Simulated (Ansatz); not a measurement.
The same path of Cl3HSn (5 atoms, charge 0, multiplicity 1) was run twice with different band settings. Lost on the way: Sn1–H2, Sn1–Cl3. Made: H2–Cl3.

Theory: RHF/def2-SVP in Ansatz 0.2.0.

Relaxed end points:

```xyz
5
Properties=species:S:1:pos:R:3
Sn 0.207 0.000 0.332
H -0.040 0.000 1.998
Cl 2.475 0.000 -0.185
Cl -0.741 1.877 -0.661
Cl -0.741 -1.877 -0.661
```

```xyz
5
Properties=species:S:1:pos:R:3
Sn -1.237 0.000 0.189
H 2.043 0.000 2.290
Cl 2.124 0.000 1.018
Cl -0.884 1.810 -1.338
Cl -0.884 -1.810 -1.338
```

Common settings: movable images 9; climbing image yes; spring 5.0 eV/Å²; optimiser quadratic models (default); force threshold 0.05 eV/Å; iteration limit 60; end points relaxed.

| run | start path |
| --- | --- |
| 1 | through a guess of the saddle point |
| 2 | straight line |

What does each run give, and how far can it be trusted?

Run 1: converged after 10 iterations, highest image 2.691 eV above the first end. A vibrational analysis at the climbing image gives one clearly imaginary mode, 1557i cm⁻¹: a first-order saddle point.
Run 2: converged after 9 iterations, highest image 2.691 eV above the first end. Another band between the same ends (9 images) ends at a top of the same energy, where a vibrational analysis finds 1 clearly imaginary mode.
The orbitals stay closed-shell, which can raise the energy where a bond breaks towards radicals; this wasn't checked here.
